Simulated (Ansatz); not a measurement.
BFGeH₅NO, SMILES `N[BH][GeH]([OH])[F]`, relaxed with RKS PBE0-D4/def2-TZVP in Ansatz from a PBE-D4/def2-SVP geometry. The force threshold is 0.005 eV/Å; the program also tests the step.

The species carries charge 0 and has multiplicity 1.

Start:

```xyz
10

N     0.314    1.501    0.888
B    -0.713    0.813    0.252
Ge   -0.183   -1.153   -0.141
O    -0.014   -1.620   -1.869
F     1.475   -1.142    0.553
H     0.267    2.483    1.171
H     1.197    1.028    1.111
H    -1.763    1.354   -0.027
H    -0.888   -2.390    0.469
H     0.309   -0.875   -2.408
```

Q: How much energy does the relaxation release, and in how many steps? (An estimate is asked.)

A: The calculation gave: 1.19 kcal/mol, in 9 steps.

Q: Which bonds change most? (An estimate is asked.)

A: Computed: Ge3–F5 from 1.798 to 1.767 Å; Ge3–O4 from 1.797 to 1.774 Å; B2–H8 from 1.214 to 1.195 Å; N1–H7 from 1.027 to 1.009 Å.

Q: Give the relaxed structure. (Estimate.)

A: The calculation gave: 
```xyz
10

N     0.311    1.524    0.888
B    -0.681    0.798    0.265
Ge   -0.174   -1.165   -0.140
O    -0.048   -1.581   -1.861
F     1.468   -1.248    0.506
H     0.218    2.495    1.143
H     1.201    1.116    1.134
H    -1.726    1.309   -0.011
H    -0.909   -2.369    0.464
H     0.340   -0.879   -2.387
```
